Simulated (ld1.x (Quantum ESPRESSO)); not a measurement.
I (Z = 53): variants of one TM potential

Base potential:

- Element: iodine (I)
- Generator: ld1.x (Quantum ESPRESSO) 7.5
- Type: norm-conserving Troullier–Martins (Kleinman–Bylander form)
- Functional: BLYP
- Relativity: fully relativistic
- Frozen core: [Kr]
- Valence charge: 17
- Reference configuration: 4d10 5s1.5 5p5.5
- Partial waves: 5p (bound): rc 1.55 bohr; 4d (bound): rc 1.10 bohr; 5s (bound): rc 1.30 bohr
- Local potential: the s channel
- Core correction: Bessel-smoothed model core inside 0.50 bohr

Open shells are filled in proportion to 2j + 1 (rel_dist='average').

Cutoffs, loose and tight: the cutoffs (Ry, on a coarse ladder) from which the occupation-weighted sum of valence levels, in a spherical-Bessel basis at the reference potential, stays within 10 and 1 mRy of its value at 400 Ry. They do not see the model core or the augmentation charge, which bear on the density cutoff. Test errors are all-electron minus pseudo excitation energies from the reference, over the configurations 4d10 5s2 5p5; 4d10 5s2 5p4; 4d10 5s2 5p3; 4d9 5s2 5p6; 4d10 5s2 5p5.3; 4d9 5s2 5p5; 4d10 5s2 5p4.5. A dash means not determined; rows that change the core or the reference have their own tests.

A true bound ghost makes a file unfit for plane-wave use even where its test errors are small: the radial tests pick states by their node count and pass the ghost by.

```tsv
change	outcome	cutoff, loose	cutoff, tight	bound ghosts	largest test error (meV)
base	generated	140 Ry	230 Ry	p3/2, p1/2	-146
core correction Bessel-smoothed model core inside 0.48 bohr	generated	140 Ry	230 Ry	p3/2, p1/2	-146
core correction Bessel-smoothed model core inside 0.70 bohr	generated	140 Ry	230 Ry	p3/2, p1/2	-138
core correction Bessel-smoothed model core inside 0.80 bohr	generated	140 Ry	230 Ry	p3/2, p1/2	-139
core correction Bessel-smoothed model core inside 0.96 bohr	generated	140 Ry	230 Ry	p3/2, p1/2	-142
core correction Bessel-smoothed model core inside 1.12 bohr	generated	140 Ry	230 Ry	p3/2, p1/2	-139
```

Problem. What comes out with this change to the base: core correction none?

Solution. outcome: generated; cutoff, loose: 140 Ry; cutoff, tight: 230 Ry; bound ghosts: p3/2, p1/2; largest test error (meV): +68.

Problem. What comes out with this change to the base: core correction Bessel-smoothed model core inside 1.30 bohr?

Solution. outcome: generated; cutoff, loose: 140 Ry; cutoff, tight: 230 Ry; bound ghosts: p3/2, p1/2; largest test error (meV): -124.
